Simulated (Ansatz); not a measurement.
CH6NSbSi (`[CH2]1N[SiH2][SbH]1`). Total charge 0; spin multiplicity 1. Sb: def2 effective core potential.

Z-matrix (Å, degrees):
```
C
Sb 1 2.216
N 1 1.451 2 100.8
H 1 1.094 2 110.1 3 120.7
H 1 1.095 2 109.0 3 -119.8
Si 2 2.567 1 66.1 3 1.0
H 2 1.711 1 92.6 3 -88.3
H 3 1.008 1 118.1 2 -177.2
H 6 1.491 2 119.4 1 -115.8
H 6 1.494 2 117.7 1 113.3
```

What are the harmonic wavenumbers in cm⁻¹ at PBE0-D4/def2-TZVP (Ansatz, finite differences of forces, unscaled)? (An estimate is asked.)

Computed: 72, 303, 334, 352, 382, 555, 570, 578, 663, 763, 814, 838, 993, 1100, 1163, 1181, 1358, 1501, 1948, 2175, 2187, 3033, 3082, 3603.

Is this a minimum?

Yes, all 24 modes are real.

Give the ideal-gas thermochemistry at 298.15 K and 1 bar (rigid rotor, harmonic oscillator; point group C1, symmetry number 1).

Zero-point energy 176.7 kJ/mol; H(298) − E = 195.3 kJ/mol; entropy 336.3 J/(mol·K), of which translation 173.8, rotation 113.5, vibration 49.0; G(298) − E = 95.0 kJ/mol. Modes under 100 cm⁻¹ are hindered rotations or soft bends, so the harmonic entropy is rough.

Rotational constants (cm⁻¹)?

0.1976, 0.07133, 0.05494.
